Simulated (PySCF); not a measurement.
**Electronic structure of Cr(13+) (chromium, charge +13) at the UHF level**

Configuration: [Ne] 3s1, 2S determinant. Calculation: PySCF 2.14, in an even-tempered Gaussian basis (17 s from 0.81 bohr⁻², ratio 2.5; 11 p from 1.1 bohr⁻², ratio 2.5; 5 d from 4.4 bohr⁻², ratio 2.7; 4 f from 6.6 bohr⁻², ratio 2.7); no relativity, point nucleus.

```json
{
  "Total energy": "-971.239759 hartree",
  "One-electron energy": "-1165.0868 hartree",
  "Hartree (Coulomb) energy": "231.4769 hartree",
  "Exchange energy": "-37.6299 hartree",
  "Kinetic energy": "971.26454 hartree",
  "⟨S²⟩": "0.7500",
  "⟨L²⟩": "0.000",
  "Sum of ⟨r⟩": "3.005 bohr",
  "Sum of ⟨r²⟩": "1.344 bohr²",
  "Density at the nucleus (Gaussians lack the cusp)": "9220 bohr⁻³",
  "Spin density at the nucleus": "80.5 bohr⁻³"
}
```

```tsv
shell	electrons	mean orbital energy (hartree)	rms radius, mean of both spins (bohr)
1s α	1	-234.75005	0.0742
1s β	1	-234.67330	0.0742
2s α	1	-39.78974	0.315
2s β	1	-39.66995	0.315
2p α	3	-35.77552	0.283
2p β	3	-35.72532	0.283
3s α	1	-14.00716	0.808
```
